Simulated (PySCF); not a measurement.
# CaSb⁺ from Hartree–Fock to correlated methods

State: ³Σ⁻ (triplet), unpaired electrons π ↑↑. Set-up: Ca def2-SVP, Sb def2-SVP with ECP28; scalar-relativistic core potentials (PySCF 2.14). De refers to Ca⁺ + Sb in their high-spin ground configurations, without counterpoise correction. The functionals are run spin-unrestricted. A positive dipole points towards Sb; it is taken about the centre of mass and depends on that origin. Levels whose curve was spin-contaminated or gave no clean fit are not listed.

```csv
Level,Re (Å),ωe (cm⁻¹),De (eV),μ (D)
ROHF,3.058,201,0.096,-14.82
ROHF-MP2,3.070,191,0.70,n/a
ROHF-SCS-MP2,3.085,185,0.71,n/a
PBE,2.969,212,1.75,-11.54
PW91,2.962,214,1.81,-11.60
r²SCAN,2.961,219,1.56,-12.74
PBE0,2.966,213,1.50,-12.49
r²SCAN0,2.963,217,1.38,-13.21
MN15,2.989,201,1.47,-12.24
CAM-B3LYP,2.958,216,1.43,-12.71
```

Task: What does the step from GGA to meta-GGA do here, going from PBE to r²SCAN?

Result: r²SCAN less PBE: -0.8 pm in Re, +3.3 % in ωe, -0.19 eV in De. 

Task: What does a quarter of exact exchange do here, going from r²SCAN to r²SCAN0?

Result: r²SCAN0 less r²SCAN: +0.2 pm in Re, -0.9 % in ωe, -0.18 eV in De. Exact exchange removes part of the self-interaction that spreads semilocal densities, and in most molecules shortens and stiffens the bond and lowers De; here Re and ωe go the other way.

Task: What does second-order correlation do here, going from ROHF to ROHF-MP2?

Result: ROHF-MP2 less ROHF: +1.2 pm in Re, -5.0 % in ωe, +0.60 eV in De. Correlation nearly always deepens the well. The bond lengthens, as in strong covalent bonds, where excitations into antibonding orbitals dominate.

Correlated steps freeze 9 core orbitals. Correlated levels converge slowly with the basis: in double zeta they bind strong bonds too weakly, by up to about 1 eV, and carry superposition errors of some tenths. These are scalar-relativistic numbers at best; spin–orbit coupling would shift them, the dissociation energy most. For an ion De counts to the pair picked by the measured ionisation energies or electron affinities, which need not be the lowest pair at this level. The state is the lowest determinant that a PBE0 search found; another state may lie lower at other levels.

The whole job (state search and all levels along the bond) took about 2.9 min on 1 thread of Arm Neoverse V2 (shared host), peak memory 0.58 GiB.
